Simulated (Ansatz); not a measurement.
H5NOSiSn can be A, `N[SiH]1[O][SnH2]1`, or B, `[NH2][Sn][O][SiH3]`.

Program: Ansatz. Geometries: PBE0-D4/def2-TZVP. ΔE: electronic, gas phase. CCSD(T)/CBS is the MP2 limit (def2-TZVPP, def2-QZVPP) plus CCSD(T) − MP2 in def2-TZVPP, frozen cores. Functionals use def2-TZVPP. B3LYP here is the variant with VWN-RPA as its local correlation; programs differ in this. def2 core potentials past Kr. For Sn outer-core shells are correlated without core-valence functions, which leaves a few kJ/mol of doubt a bond. Each species was taken in one conformer, which may not be the lowest.

Task: Which isomer does CCSD(T)/CBS put lower? Give the gap. (Best estimate.)

Result: Computed: B, by 27.2 kcal/mol.

Task: Give E(B) − E(A) in kcal/mol with ωB97M-V, PBE-D4, MP2/def2-TZVPP, CCSD/def2-TZVPP, PBE0-D4, HF/def2-TZVPP, B3LYP-D4. (Best estimate.)

Result: Ansatz gave: ωB97M-V -26.2, PBE-D4 -23.2, MP2/def2-TZVPP -27.6, CCSD/def2-TZVPP -28.2, PBE0-D4 -23.6, HF/def2-TZVPP -34.3, B3LYP-D4 -29.9. None reverses the order clearly.

Largest T1 diagnostic: 0.016.

In def2-TZVPP, CCSD(T) changes the Hartree–Fock value by +7.9 kcal/mol (the triples alone add +1.7 kcal/mol) and MP2 by +6.8 kcal/mol.
